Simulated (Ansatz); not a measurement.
A nudged elastic band was laid between two geometries of ClH3S2Si (7 atoms, charge 0, multiplicity 1).

All numbers below come from RKS PBE-D4/cc-pVDZ (Ansatz).

| Quantity | Value |
| --- | --- |
| movable images | 9 |
| climbing image | yes |
| spring | 0.5 eV/Å² |
| optimiser | quadratic models (default) |
| start path | IDPP |
| force threshold | 0.03 eV/Å |
| iteration limit | 28 |
| end points | relaxed |

First end point:

```xyz
7
Properties=species:S:1:pos:R:3
S -0.610 1.356 -1.395
Si -0.042 -0.003 0.181
S 1.795 -0.873 -0.537
Cl -1.578 -1.411 0.486
H -1.929 1.351 -1.031
H 0.175 0.639 1.523
H 2.251 -1.126 0.728
```

Last end point:

```xyz
7
Properties=species:S:1:pos:R:3
S -0.466 1.086 -1.384
Si 0.013 0.108 0.482
S 2.005 -0.687 0.303
Cl -1.445 -1.358 0.876
H -1.811 1.099 -1.130
H 0.038 1.014 1.678
H 1.727 -1.332 -0.872
```

**Question.** Which bonds break or form, and what moves?

**Answer.** No bond is made or broken. The dihedral Cl4–Si2–S3–H7 goes from -88 to 69°.

**Question.** What energy profile does the band end with?

**Answer.** The run converged. The highest image is number 6 of 0 to 10, 0.5 kcal/mol above the first end and 1.2 kcal/mol above the last; the last end lies 0.7 kcal/mol below the first. Beside the main top the profile has a ripple of under 15 meV (maxima at images 2, 6), which may be a very shallow well or noise. Another band between the same ends (9 images) ends at a top of the same energy, where a vibrational analysis finds 1 clearly imaginary mode.

```csv
image,path coordinate (Å),energy (kcal/mol),dihedral Cl4–Si2–S3–H7 (°)
0,0.00,0.0,-88
1,0.33,0.2,-74
2,0.66,0.3,-60
3,0.99,0.1,-45
4,1.32,0.0,-27
5,1.65,0.3,-9
6,1.99,0.5,9
7,2.33,0.3,27
8,2.67,-0.1,43
9,3.01,-0.5,57
10,3.35,-0.7,69
```

**Question.** What is the geometry of the highest image?

**Answer.** 
```xyz
7
Properties=species:S:1:pos:R:3:forces:R:3
S -0.828 0.657 -1.678 0.00 0.00 0.00
Si 0.013 0.175 0.248 0.00 0.00 0.00
S 2.074 -0.385 -0.100 0.00 0.00 0.00
Cl -0.986 -1.427 1.181 0.00 0.00 0.00
H -1.942 1.248 -1.142 0.00 0.00 0.00
H -0.106 1.344 1.183 0.00 0.00 0.00
H 1.836 -1.681 0.261 0.00 0.00 0.00
```

Time of the run: 4.6 min on 1 CPU thread of a shared host.
